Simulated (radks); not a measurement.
Results of a calculation; reference values are marked as such.
Charge is removed step by step from the 2s down level of N, starting from [He] 2s(up 1, down 1) 2p3. Level of theory: non-relativistic Kohn-Sham, BLYP, spin-polarised, spherical densities, point nucleus; open shells are filled with parallel spins first (a radial shooting solver on a logarithmic mesh with Libxc functionals).

| removed (e) | E - E(0) (eV) | eigenvalue (eV) |
|---|---|---|
| 0 | 0.000 | -15.463 |
| 0.25 | 4.216 | -18.286 |
| 0.5 | 9.151 | -21.209 |
| 0.75 | 14.817 | -24.087 |

The mean slope of the eigenvalue, de/dn, is 11.5 eV per electron.
